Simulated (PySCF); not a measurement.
Species: Bi(SiH3)3.
Bonds: Bi1–Si2, Bi1–Si6, Bi1–Si10. Hydrogens: H3, H4, H5 on Si2; H7, H8, H9 on Si6; H11, H12, H13 on Si10.

Method used: PBE0-D3(BJ)/def2-SVP geometry optimisation, gas phase, def2 core potentials past Kr in PySCF.

Question: How far are the bound atoms from Bi1?

Answer: 3 atoms: Si2 2.667 Å, Si6 2.667 Å, Si10 2.667 Å. The nearest atom not counted as bound is H5, at 3.46 Å (others tie with it).

Question: List the angles at Bi1.

Answer: 
| angle | degrees | distance of the outer atoms (Å) |
| --- | --- | --- |
| Si6–Bi1–Si10 | 88.5 | 3.72 |
| Si2–Bi1–Si10 | 88.4 | 3.72 |
| Si2–Bi1–Si6 | 87.9 | 3.70 |

Question: What is the shape at Bi1?

Answer: Pyramidal: angles 88.5°, 88.4° and 87.9°, sum 264.8°, 1.59 Å off the plane of its three neighbours.

Question: What are the other bond lengths?

Answer: Si2–H3 and 8 like bonds 1.496 Å.

Point group: near C3v, missed by 0.18 Å at most; the miss may be what the optimiser left on a soft mode. Charge 0, singlet. No PBE0-D3(BJ)/def2-SVP frequencies stand behind this structure, so it isn't proved a minimum.

Time: 85 s of wall time; peak memory 0.52 GiB. Hardware: an Arm Neoverse N1 with one thread, no GPU, on a shared host. These figures are those of the optimisation.
